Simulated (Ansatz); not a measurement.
Relaxation of C₂H₈GaN (12 atoms, charge 0, multiplicity 1), to a largest force component of 0.03 eV/Å in at most 50 steps.

Theory: Ansatz 0.2.0, RKS PBE-D4/def2-SVP.

```xyz
12
Properties=species:S:1:pos:R:3:forces:R:3
Ga -0.115 -0.179 -0.190 0.05 0.03 0.01
C 0.614 0.760 1.392 0.23 0.87 -0.06
N -0.465 -1.748 0.668 -0.07 -0.02 -0.13
H -0.186 -1.489 1.620 -0.28 -0.85 0.13
C -0.302 0.484 -2.033 -0.01 -0.01 -0.01
H 1.711 0.911 1.307 0.01 -0.01 0.01
H 0.175 1.774 1.520 0.04 -0.04 0.03
H 0.423 0.199 2.328 -0.01 -0.04 0.00
H -0.873 -2.675 0.540 0.06 0.12 0.03
H -1.031 1.319 -2.024 -0.01 -0.01 -0.04
H -0.625 -0.264 -2.782 0.00 -0.03 0.06
H 0.674 0.909 -2.347 -0.01 -0.01 -0.03
```

**Question.** Where does it end, and by what steps?

**Answer.** The forces met the threshold. After 6 steps the energy has fallen by 0.403 eV; H4 moved furthest, 0.77 Å.

| step | energy less start (eV) | largest force component (eV/Å) | accepted |
| --- | --- | --- | --- |
| 0 | 0.0000 | 0.868 | yes |
| 1 | -0.1878 | 0.657 | yes |
| 2 | -0.2917 | 0.875 | yes |
| 3 | -0.3612 | 0.473 | yes |
| 4 | -0.3975 | 0.349 | yes |
| 5 | -0.4024 | 0.036 | yes |
| 6 | -0.4027 | 0.002 | yes |

```xyz
12
Properties=species:S:1:pos:R:3
Ga -0.038 -0.122 0.034
C 0.723 1.024 1.457
N -0.557 -1.810 0.529
H -0.484 -2.180 1.479
C -0.295 0.369 -1.865
H 1.793 1.233 1.251
H 0.200 2.001 1.497
H 0.650 0.547 2.455
H -0.954 -2.503 -0.107
H -1.031 1.196 -1.952
H -0.661 -0.485 -2.468
H 0.655 0.730 -2.309
```

Time of the run: 9.5 s on 2 threads of Intel(R) Xeon(R) 6975P-C (Granite Rapids), with other jobs on the host, peak memory 0.17 GiB.
